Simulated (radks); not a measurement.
Valence configurations of N (all share [He]). All-electron calculation, Dirac Kohn-Sham, PBE, spin-unpolarised, spherical densities, point nucleus; open shells are shared between the two j in proportion to 2j + 1. Program: a radial shooting solver on a logarithmic mesh with Libxc functionals. Energies are relative to 2s2 2p3; eigenvalues in eV.

valence	E (eV)	e(2p1/2)	e(2p3/2)	e(2s1/2)
2s2 2p3	0.000	-7.102	-7.083	-18.582
2s1 2p4	11.507	-7.522	-7.502	-19.030
2p5	23.041	-7.906	-7.886	-
2s1.5 2p3.5	5.750	-7.317	-7.298	-18.812
2s0.5 2p4.5	17.271	-7.718	-7.698	-19.238

NIST lists [He] 2s2 2p3 as the ground configuration; this level of theory agrees among the configurations tried. The energies are those of spherical spin-averaged densities, not of single terms.
